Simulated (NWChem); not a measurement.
# Correlation energy of F2Sn

```xyz
3

Sn     0.0000     0.0000     0.3462
F      1.4596     0.0000    -0.9616
F     -1.4596     0.0000    -0.9616
```
Charge 0, spin multiplicity 1.

Program: NWChem. Structure: optimised with B3LYP/def2-SVP with def2 effective core potentials on Sn, a minimum by its harmonic frequencies.

Basis set: def2-SVP. Each correlation energy counts from its own Hartree-Fock reference.

```json
[
 {"method": "CCSD", "correlation energy (mHa)": "-474.8", "difference from CCSD(T)": "+9.4"},
 {"method": "CR-CCSD(T)", "correlation energy (mHa)": "-482.3", "difference from CCSD(T)": "+1.8"},
 {"method": "CCSD(T)", "correlation energy (mHa)": "-484.2", "difference from CCSD(T)": "0.0"},
 {"method": "MP2", "correlation energy (mHa)": "-465.4", "difference from CCSD(T)": "+18.8"},
 {"method": "CCSD+T(CCSD)", "correlation energy (mHa)": "-486.4", "difference from CCSD(T)": "-2.2"},
 {"method": "CR-CCSD[T]", "correlation energy (mHa)": "-484.0", "difference from CCSD(T)": "+0.1"},
 {"method": "SCS-MP2", "correlation energy (mHa)": "-447.4", "difference from CCSD(T)": "+36.7"}
]
```

The values span 38.9 mHa, from CCSD+T(CCSD) (lowest) to SCS-MP2 (highest). 

Effective core potentials replace the inner electrons of Sn; spin-orbit coupling is left out. The correlated methods keep 6 core orbitals frozen. The structure started from a generated list of species. Differences from the coupled-cluster row are differences between methods, not errors against experiment.
